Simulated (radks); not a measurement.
Task: All-electron atom: Tl3+ in [Xe] 4f14 5d10. Calculated with a radial shooting solver on a logarithmic mesh with Libxc functionals: Dirac Kohn-Sham, PBE, spin-unpolarised, spherical densities, point nucleus; speed of light set to 13703.6 atomic units (100 times the physical value, a model run). Some entries of the table are withheld. Estimate them.

orbital  occ.  eigenvalue (eV)  <1/r> (bohr^-1)  r(max) (bohr)
1s1/2       2        -77023.10            80.45        0.01240
2s1/2       2        -12958.75            18.96            (1)
2p1/2       2        -12473.30            19.00        0.05223
2p3/2       4        -12473.14            19.00        0.05223
3s1/2       2              (2)              (3)         0.1838
3p1/2       2        -2860.789            7.321         0.1727
3p3/2       4        -2860.754            7.321         0.1727
3d3/2       4        -2431.069            7.256         0.1355
3d5/2       6        -2431.060            7.256         0.1355
4s1/2       2        -694.7020            3.237         0.4084
4p1/2       2        -594.1952            3.151         0.4070
4p3/2       4        -594.1867            3.151         0.4070
4d3/2       4        -408.9033            2.974            (4)
4d5/2       6        -408.9013            2.974            (5)
4f5/2       6        -158.8015            2.651            (6)
4f7/2       8        -158.8011            2.651            (7)
5s1/2       2        -131.1799            1.366         0.8947
5p1/2       2         -98.1408            1.257            (8)
5p3/2       4         -98.1393            1.257            (9)
5d3/2       4         -45.4004           0.9840          1.103
5d5/2       6         -45.4002           0.9840          1.103

Result: 
(1) 2s1/2 r(max) (bohr): 0.06736
(2) 3s1/2 eigenvalue (eV): -3091.050
(3) 3s1/2 <1/r> (bohr^-1): 7.365
(4) 4d3/2 r(max) (bohr): 0.3985
(5) 4d5/2 r(max) (bohr): 0.3985
(6) 4f5/2 r(max) (bohr): 0.3532
(7) 4f7/2 r(max) (bohr): 0.3532
(8) 5p1/2 r(max) (bohr): 0.9436
(9) 5p3/2 r(max) (bohr): 0.9436
